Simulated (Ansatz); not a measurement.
Cost and result up the ladder for TeMe2 (C2H6Te) (9 atoms). Charge 0, multiplicity 1. Geometry: PBE-D4/def2-TZVP.

```xyz
9

Te   -1.1179   -0.0140   -0.9374
C    -0.7542   -1.0324    0.9321
H    -0.6331   -0.2974    1.7350
H     0.1366   -1.6631    0.8412
H    -1.6313   -1.6585    1.1334
C     0.7713    1.0325   -0.9179
H     1.5939    0.3096   -0.9339
H     0.8292    1.6718   -0.0304
H     0.8055    1.6516   -1.8220
```

Ansatz on 4 threads of Intel Xeon on a shared host. Times are rough, and most runs start from the orbitals of an earlier one. ωB97M-V/def2-TZVP serves as the yardstick here, not as an exact answer. Differences are given only for rows in sets of like size (and for xTB, whose basis is part of the method), since another set adds its own error. Binding counts from free atoms at the same level (Te triplet, C triplet, H doublet; other spins of the atoms weren't run), without zero-point energy or a counterpoise term.

In the def2 sets Te takes a core potential; there is no spin–orbit coupling. LC-ωPBE has ω = 0.4 bohr⁻¹. HSE06 is defined as in plane-wave codes, on full-range PBE exchange. Correlated methods freeze 6 core orbitals; core or outer-core shells of Te are correlated, in sets that lack core-valence functions.

Correlated methods converge slowly with the basis.

```tsv
level	functions	binding energy per atom (eV)	difference from ωB97M-V/def2-TZVP (eV)
HSE06-D4/def2-TZVP	148	3.54	0.02
PBE-D4/def2-SVP	84	3.59	–
PBE-D4/def2-TZVPD	187	3.59	0.07
PBE0-D4/def2-SVP	84	3.55	–
r2SCAN-D4/def2-TZVP	148	3.53	0.01
r2SCAN-D4/def2-TZVPD	187	3.53	0.01
BLYP-D4/def2-TZVP	148	3.53	0.00
ωB97M-V/def2-TZVP	148	3.52	0.00
LC-ωPBE/def2-TZVP	148	3.49	-0.03
MP2/def2-TZVP	148	3.42	-0.10
ωB97X-V/def2-TZVP	148	3.54	0.01
PBE0-D4/def2-TZVPD	187	3.54	0.02
PBE0-D4/def2-TZVP	148	3.54	0.02
B97M-V/def2-TZVP	148	3.53	0.01
```

(1) Estimate how long each takes.

## Answers

(1) PBE-D4/def2-SVP 1.2 s; PBE0-D4/def2-SVP 1.5 s; BLYP-D4/def2-TZVP 1.9 s; LC-ωPBE/def2-TZVP 2.7 s; MP2/def2-TZVP 2.9 s; HSE06-D4/def2-TZVP 2.9 s; r2SCAN-D4/def2-TZVP 3 s; PBE0-D4/def2-TZVP 3 s; PBE-D4/def2-TZVPD 3 s; PBE0-D4/def2-TZVPD 3.8 s; r2SCAN-D4/def2-TZVPD 4.6 s; B97M-V/def2-TZVP 6 s; ωB97X-V/def2-TZVP 6.5 s; ωB97M-V/def2-TZVP 6.5 s. On shared hardware such times vary by a factor of up to 3.
